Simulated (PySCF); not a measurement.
# Spin states and ions at one geometry of [Pb(NH2)]+

PySCF 2.14.0, RKS PBE0, Pb def2-SVP with ECP60, N def2-SVP, H def2-SVP; non-relativistic Hamiltonian with scalar-relativistic core potentials where named; density fitting; no spin-orbit coupling; singlets restricted, open shells unrestricted. The geometry is relaxed for charge +1, singlet, vacuum:

```xyz
4

Pb    0.0000    0.0000   -0.0457
N     0.0000    0.0000    2.0366
H     0.8353    0.0000    2.6249
H    -0.8353    0.0000    2.6249
```

Energies count from the relaxed state; an electron taken off or put on is at rest in vacuum. Charges and spins are Mulliken's.

Task: Order these states by energy, lowest first.
A. charge +2, doublet, vacuum
B. charge +1, singlet, vacuum
C. charge 0, doublet, vacuum
D. charge +1, triplet, vacuum

Result: C (-6.33 eV), B (0.00 eV), D (2.91 eV), A (14.87 eV).

Task: How do charge and spin on the first atom follow?

Result: 
```tsv
state	spin squared	charge on Pb1 (e)	spin on Pb1 (e)	dipole about the centre of mass (D)
charge +1, singlet, vacuum	0.00	1.10	0.00	0.99
charge +1, triplet, vacuum	2.01	0.69	0.99	5.64
charge +2, doublet, vacuum	0.75	1.59	0.00	5.85
charge 0, doublet, vacuum	0.75	0.23	1.05	0.60
```

With an electron taken off (doublet) the charges change, summed by element, by Pb +0.49 e, N +0.34 e, H +0.17 e. The vertical ionisation energy is 14.87 eV, against −ε(HOMO) = 12.77 eV of the relaxed state. The level lies 2.1 eV too high, as is usual for semilocal functionals and global hybrids, which keep a self-interaction error.

With an electron put on (doublet) the charges change, summed by element, by Pb -0.86 e, N -0.02 e, H -0.12 e. The vertical electron affinity is 6.33 eV, against −ε(LUMO) = 8.42 eV of the relaxed state.

Open shells may have lower solutions than those found.
